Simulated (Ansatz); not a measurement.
Si35H42, a nanocrystal cut from hexagonal silicon, 77 atoms. Hardware: 11 threads of AMD EPYC 7R13 on a shared host and a whole NVIDIA H100 80GB HBM3.

Correlated methods freeze 175 core orbitals. Single mean-field runs in 6-31G, def2-SVP, def2-TZVP are fitted with def2-universal-jkfit.

Question: How many basis functions does each of these Ansatz runs have, and roughly what does it cost? RPA@PBE/def2-SVP, charge 0 singlet, energy, from earlier orbitals; PBE0-D4/def2-SVP, charge 0 singlet, energy, from earlier orbitals; r2SCAN-D4/def2-TZVP, charge 0 singlet, energy, from earlier orbitals; PBE0-D4/def2-TZVP, charge 0 singlet, energy and forces, from earlier orbitals; revPBE-D4/def2-TZVP, charge -1 doublet at the geometry of the charge 0 singlet, energy, from earlier orbitals; HF/6-31G, charge 0 singlet, energy; revPBE-D4/def2-TZVP, charge 0 singlet, energy and forces, from earlier orbitals; r2SCAN-D4/def2-SVP, charge 0 singlet, relaxation, 7 steps; PBE-D4/def2-TZVP, charge 0 singlet, energy, from earlier orbitals; MP2/def2-SVP, charge 0 singlet, energy, from earlier orbitals; PBE0-D4/def2-TZVP, charge 0 triplet at the geometry of the charge 0 singlet, energy; HF/STO-3G, charge 0 singlet, energy.

Answer: Other jobs shared the machine, so times can vary by a factor of up to 3.

| run | functions | fitting or Cholesky vectors | wall time | peak host memory (GiB) |
| --- | --- | --- | --- | --- |
| HF/STO-3G, charge 0 singlet, energy | 357 | 4031 | 3.2 s | 1 |
| HF/6-31G, charge 0 singlet, energy | 539 | 5236 | 5.5 s | 1.2 |
| PBE0-D4/def2-SVP, charge 0 singlet, energy, from earlier orbitals | 840 | 5236 | 10 s | 1.4 |
| PBE-D4/def2-TZVP, charge 0 singlet, energy, from earlier orbitals | 1547 | 5236 | 11 s | 1.7 |
| r2SCAN-D4/def2-TZVP, charge 0 singlet, energy, from earlier orbitals | 1547 | 5236 | 13 s | 1.8 |
| MP2/def2-SVP, charge 0 singlet, energy, from earlier orbitals | 840 | 8036 | 13 s | 1.9 |
| revPBE-D4/def2-TZVP, charge 0 singlet, energy and forces, from earlier orbitals | 1547 | 5236 | 14 s | 1.9 |
| RPA@PBE/def2-SVP, charge 0 singlet, energy, from earlier orbitals | 840 | 8036 | 16 s | 9 |
| PBE0-D4/def2-TZVP, charge 0 singlet, energy and forces, from earlier orbitals | 1547 | 5236 | 21 s | 6.1 |
| r2SCAN-D4/def2-SVP, charge 0 singlet, relaxation, 7 steps | 840 | 5236 | 32 s | 1.6 |
| revPBE-D4/def2-TZVP, charge -1 doublet at the geometry of the charge 0 singlet, energy, from earlier orbitals | 1547 | 5236 | 38 s | 2.9 |
| PBE0-D4/def2-TZVP, charge 0 triplet at the geometry of the charge 0 singlet, energy | 1547 | 5236 | 74 s | 3 |
